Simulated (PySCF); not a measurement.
# Dipole moment and polarisability of `[SiH3]Cc1ccc(Cl)cc1`

Species: C7H9ClSi.
Structure used (PBE0-D3(BJ)/def2-SVP), in Å, numbered top down from 1:
```xyz
18
C7H9ClSi angstrom
Si    -2.110    0.340    0.806
C     -0.758   -0.331   -0.341
C      0.612    0.055    0.134
C      1.206    1.257   -0.273
C      2.460    1.642    0.191
C      3.141    0.818    1.084
Cl     4.706    1.286    1.665
C      2.574   -0.381    1.510
C      1.319   -0.751    1.036
H     -3.463   -0.059    0.307
H     -2.032    1.832    0.858
H     -1.921   -0.205    2.184
H     -0.864   -1.427   -0.391
H     -0.947    0.056   -1.355
H      0.676    1.908   -0.974
H      2.915    2.578   -0.137
H      3.118   -1.019    2.208
H      0.879   -1.694    1.375
```

Level: CAM-B3LYP/def2-SVPD (PySCF), static field, nuclei fixed, core orbitals frozen in the response. The polarisability tensor in these axes (au):

```
x   163.84  15.21  19.06
y    15.21 109.89  -8.77
z    19.06  -8.77  99.63
```

Problem. Give the principal values, the mean and the anisotropy Δα = √{½[(α1 − α2)² + (α2 − α3)² + (α1 − α3)²]}.

Solution. Principal values 87.00, 114.74 and 171.63 au; mean 124.45 au = 18.44 Å³ = 20.52 × 10⁻⁴⁰ C²·m²/J; Δα = 74.73 au (60 % of the mean).

Problem. What is the dipole moment, and where does it point?

Solution. (-1.66, -0.77, -1.03) D, 2.10 D in size, pointing from the negative to the positive side. Measured along this direction, the outermost atoms are Cl7 at the negative end and H10 at the positive end.

Problem. Refractivity n − 1 of an ideal gas of it at 273.15 K and 1 atm, from the electronic α?

Solution. N = p/kT = 2.6868 × 10¹⁹ cm⁻³, so n − 1 = 2π × N × 18.44 × 10⁻²⁴ cm³ = 3113 × 10⁻⁶ at long wavelengths.

Problem. In TDDFT the mean static polarisability is Σ f/ω² over all singlet excitations (ω in hartree). How much of it do the 6 lowest give? Their energies (eV) and oscillator strengths: 5.11, 0.0077; 5.67, 0.2594; 6.35, 0.0012; 6.71, 0.2896; 6.76, 0.5181; 6.79, 0.3017.

Solution. They add up to 24.23 au, 19.5 % of the 124.45 au; the largest single term is 8.40 au, from the state at 6.76 eV. Terms in order: 0.22, 5.97, 0.02, 4.77, 8.40, 4.85 au. Higher excitations give the rest. The strengths listed sum to 1.378.

Problem. Give the eigenvalues of the traceless quadrupole moment Θ = ½Σq(3rr − r²1), origin at the centre of nuclear charge.

Solution. -8.19, -0.84, 9.03 D·Å. The values depend on the origin, since the dipole doesn't vanish. The electronic extent ⟨r²⟩ about the same centre is 2297 bohr², a root-mean-square distance of 2.80 Å for the 82 electrons.

Isolated species at its PBE0-D3(BJ)/def2-SVP geometry (one conformer only).
